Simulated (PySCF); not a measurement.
Isomers of C4H7FSi, mass 102.030 u with the commonest isotopes. Theory: PBE0-D3(BJ)/def2-SVP geometry optimisation, gas phase (PySCF). One conformer each, none proved a minimum here; rigid rotors.

**Question.** Order these by rotational constant C, smallest first.
A. `[F:1]/[CH:2]=[CH:3]/[C@@H:4]1[CH2:5][SiH2:6]1` with C2–C3–C4–C5 -142°
B. `[F:1][C@H:2]1[CH2:3][CH:4]=[CH:5][SiH2:6]1` with F1–C2–C3–C4 94°, C2–C3–C4–C5 15°, C4–C5–Si6–C2 -11°, F1–C2–Si6–C5 -97°
C. `FC1=CC[SiH2]C1`

**Answer.** A (1119 MHz), C (1666 MHz), B (2054 MHz).

**Question.** Order these by rotational constant A, smallest first.
A. `[F:1][C@H:2]1[CH2:3][CH:4]=[CH:5][SiH2:6]1` with F1–C2–C3–C4 94°, C2–C3–C4–C5 15°, C4–C5–Si6–C2 -11°, F1–C2–Si6–C5 -97°
B. `[F:1]/[CH:2]=[CH:3]/[C@@H:4]1[CH2:5][SiH2:6]1` with C2–C3–C4–C5 -142°
C. `FC1=CC[SiH2]C1`

**Answer.** A (3819 MHz), C (5542 MHz), B (9038 MHz).

**Question.** Order these by radius of gyration √(Σ m r²/M), largest first.
A. `C1[SiH2]CC(F)=C1`
B. `[F:1][C@H:2]1[CH2:3][CH:4]=[CH:5][SiH2:6]1` with F1–C2–C3–C4 94°, C2–C3–C4–C5 15°, C4–C5–Si6–C2 -11°, F1–C2–Si6–C5 -97°
C. `[F:1]/[CH:2]=[CH:3]/[C@@H:4]1[CH2:5][SiH2:6]1` with C2–C3–C4–C5 -142°

**Answer.** C (2.145 Å), A (1.741 Å), B (1.630 Å).

```
               SMILES  point group  Ia (u·Å²)  Ib (u·Å²)  Ic (u·Å²)      κ  μa (D)  μb (D)  μc (D)
   F[C@H]1CC=C[SiH2]1           C1     132.34     163.74     246.08   0.17    0.98    0.96    1.21
       FC1=CC[SiH2]C1           Cs      91.19     224.32     303.29  -0.70    1.21    0.08    0.02
F/C=C/[C@@H]1C[SiH2]1           C1      55.92     430.96     451.80  -0.99    1.67    0.29    0.68
```
